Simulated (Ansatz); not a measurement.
Consider the redistribution: `[OH][Ga]([SH])[SiH2]F` + `BO` → `[OH][Ga]([OH])[SH]` + `B[SiH2]F`.

Computed with Ansatz on PBE0-D4/def2-TZVP structures; ΔE is electronic, products minus reactants. CCSD(T)/CBS adds triple-zeta CCSD(T) − MP2 to the extrapolated MP2 energy (def2 sets, frozen cores). This one scheme is used for every species. DFT in def2-TZVPP. B3LYP here is the variant with VWN-RPA as its local correlation; programs differ in this. For Ga outer-core shells are correlated without core-valence functions, which leaves a few kJ/mol of doubt a bond. Scalar relativity is left out up to krypton. One conformer a species, not always the lowest.

```tsv
level	ΔE (kJ/mol)	difference from CCSD(T)/CBS
PBE-D4	134.8	14.7
r2SCAN-D4	125.3	5.2
PBE0-D4	130.1	10.0
B3LYP-D4	131.3	11.2
ωB97X-V	119.2	-0.9
ωB97M-V	127.3	7.2
B2PLYP	123.8	3.7
PBE	133.3	13.2
r2SCAN	124.8	4.7
PBE0	128.5	8.4
B3LYP	128.8	8.7
HF/def2-TZVPP	110.2	-9.9
MP2/def2-TZVPP	118.1	-2.0
SCS-MP2/def2-TZVPP	115.1	-5.0
CCSD/def2-TZVPP	115.9	-4.2
CCSD(T)/def2-TZVPP	118.2	-1.9
HF/def2-QZVPP	109.7	-10.4
MP2/def2-QZVPP	119.0	-1.1
SCS-MP2/def2-QZVPP	115.6	-4.5
HF/CBS(def2)	109.7	-10.4
MP2/CBS(def2)	120.0	-0.1
CCSD/CBS(def2)	117.7	-2.4
CCSD(T)/CBS	120.1	0
```

Largest T1 diagnostic among the species: 0.014.

In def2-TZVPP, CCSD(T) changes the Hartree–Fock value by +8.0 kJ/mol (the triples alone add +2.3 kJ/mol) and MP2 by +7.9 kJ/mol. From PBE to PBE0 (25 % exact exchange), in def2-TZVPP and without D4, ΔE moves by −4.8 kJ/mol.
